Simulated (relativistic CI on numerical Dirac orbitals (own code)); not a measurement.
Calculated at this level of theory: Dirac-Coulomb-Breit CI, orbitals from a KLI potential per configuration, a model potential for QED, unscaled Slater integrals (own radial code, finite nucleus).

CI space (outside the closed core 1s2): 2s2 2p6, 2s2 2p5 3s, 2s2 2p5 3p, 2s2 2p5 3d, 2s 2p6 3s, 2s 2p6 3p, 2s 2p6 3d, 2s2 2p5 4s, 2s2 2p5 4p, 2s2 2p5 4d, 2s2 2p5 4f, 2s 2p6 4s, 2s 2p6 4p, 2s 2p6 4d, 2s2 2p4 3s2, 2s 2p6 4f, 2s2 2p5 5s, 2s2 2p5 5p, 2s2 2p4 3s 3p, 2s2 2p5 5d, 2s2 2p5 5f, 2s2 2p5 5g, 2s2 2p4 3p2, 2s2 2p4 3s 3d, 2s2 2p4 3p 3d, 2s 2p5 3s2, 2s2 2p4 3d2, 2s 2p5 3s 3p, 2s 2p6 5s, 2s 2p5 3p2, 2s 2p6 5p, 2s 2p5 3s 3d, 2s 2p6 5d, 2s 2p6 5f, 2s 2p6 5g, 2s 2p5 3p 3d. Levels of other configurations are missing.

At this charge energies of transitions that change n are usually good to better than 1 %, and those within a shell (Δn = 0) to a few per cent.

Outline of the computed level scheme of Ru XXXV. Lowest level of each configuration: 2s2 2p6 1S_0 at 0.00 eV; 2s2 2p5 3s 3P°_2 at 2647.06 eV; 2s2 2p5 3p 3P_1 at 2716.10 eV; 2s2 2p5 3d 3P°_0 at 2833.92 eV; 2s 2p6 3s 3S_1 at 3020.83 eV; 2s 2p6 3p 3P°_0 at 3091.06 eV; 2s 2p6 3d 3D_1 at 3211.53 eV; 2s2 2p5 4s 3P°_2 at 3607.94 eV; 2s2 2p5 4p 3P_1 at 3636.61 eV.

Some strong electric-dipole decays among the lowest 45 levels: 2s2 2p5 3d 1P°_1 → 2s2 2p6 1S_0 (2.3e+14 s⁻¹); 2s2 2p5 3d 1P°_1 → 2s2 2p6 1S_0 (2.1e+14 s⁻¹); 2s 2p6 3p 1P°_1 → 2s2 2p6 1S_0 (4.5e+13 s⁻¹); 2s 2p6 3p 3P°_1 → 2s2 2p6 1S_0 (1.6e+13 s⁻¹); 2s2 2p5 3s 1P°_1 → 2s2 2p6 1S_0 (1.4e+13 s⁻¹); 2s2 2p5 3s 3P°_1 → 2s2 2p6 1S_0 (1.0e+13 s⁻¹); 2s2 2p5 4s 1P°_1 → 2s2 2p6 1S_0 (4.7e+12 s⁻¹); 2s2 2p5 4p 3P_1 → 2s2 2p5 3s 3P°_2 (4.4e+12 s⁻¹).

LS names give the leading component of a level, which can be under half, so a name can repeat, a term be missing and a line seem to break the LS rules.
